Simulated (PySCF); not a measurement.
## Computed properties of Si(Cl)2(H)(SeH) (Cl₂H₂SeSi), SMILES Cl[SiH](Cl)[SeH]

Si(Cl)2(H)(SeH) (Cl2H2SeSi), SMILES [SeH][SiH](Cl)Cl. Geometry optimised at B3LYP-D3(BJ)/def2-SVP. This is a generated structure with no PubChem entry under its InChIKey; it may be hypothetical. Other conformers were not sampled. All values are computed for the isolated molecule unless a solvent is named; none is compared with measurement here.

**Structure.** All 12 harmonic modes at B3LYP-D3(BJ)/def2-SVP (PySCF) are real, so it is a minimum. With heavy atoms numbered as in [SiH:1]([Cl:2])([Cl:3])[SeH:4], the shortest bond between them is Si1–Cl2 at 2.065 Å and the longest Si1–Se4 at 2.277 Å.

**Vibrations.** The strongest infrared lines (harmonic, unscaled, degenerate partners summed) lie at 779 cm⁻¹ (187 km/mol, H 91 %, Si 8 %), 820 cm⁻¹ (124 km/mol, H 92 %), 576 cm⁻¹ (115 km/mol, Si 50 %, Cl 37 %, H 13 %). The softest mode is at 116 cm⁻¹ and the zero-point energy is 13.0 kcal/mol.

**Electronic structure.** M06-2X/def2-TZVP (PySCF) places the frontier levels at -8.74 and 0.11 eV, a gap of 8.85 eV, and gives a dipole moment of 1.50 D and a mean polarisability of 73.3 bohr³. PBE/def2-TZVP (PySCF) at the same geometry gives -6.43 and -1.56 eV, so its gap is 3.98 eV narrower. An orbital gap is neither the optical nor the fundamental gap.

**Excitations.** TDA-B3LYP/def2-SVPD (PySCF) has S1 at 5.13 eV (242 nm, f = 0.004, weak); the most intense of the 10 singlets computed lies at 7.15 eV (f = 0.08). T1 (TDA) is at 4.72 eV, 0.41 eV under S1. TDA-PBE/def2-SVPD (PySCF) puts S1 at 4.95 eV. No vertical singlet excitation falls in the visible range (under 3.1 eV).

**NMR.** GIAO shifts at B3LYP/pcSseg-1 (PySCF) (non-relativistic, atoms alike by connectivity averaged): ¹H from 1.5 to 6.8 ppm against TMS; ²⁹Si at 43.1 ppm against TMS. Without spin–orbit terms, shifts of atoms bonded to Cl or Br come out too high.
